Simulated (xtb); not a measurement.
hexa-1,2-dien-5-yne (C6H6), SMILES C#CCC=C=C. All values are semi-empirical tight-binding results from xtb (GFN2-xTB unless named), good for trends rather than for accurate numbers. The structure is a stationary point at GFN2-xTB. Other conformers were not sampled.

| Item | Value |
|---|---|
| orbital gap | 5.17 eV |
| dipole moment | 0.58 D |
| zero-point energy | 57.1 kcal/mol |
| G − E(el) at 298.15 K (modified RRHO) | 37.9 kcal/mol |
| static polarisability (D4 model) | 66.2 bohr³ |
| solvation energy, GFN2-xTB/ALPB(water) | -1.5 kcal/mol |
| solvation energy, GFN2-xTB/ALPB(thf) | -6.5 kcal/mol |

Computed IR lines (harmonic; lines under 4 % of the strongest left out, lines within 3 cm⁻¹ merged):
ν (cm⁻¹): 556 (w), 639 (m), 663 (m), 850 (s), 899 (w), 1445 (w), 2096 (vs), 2293 (m), 2920 (m), 2965 (m), 3040 (m), 3068 (m), 3076 (m) (against the strongest line: vs over 80 %, s over 45 %, m over 15 %, w over 4 %, vw less)
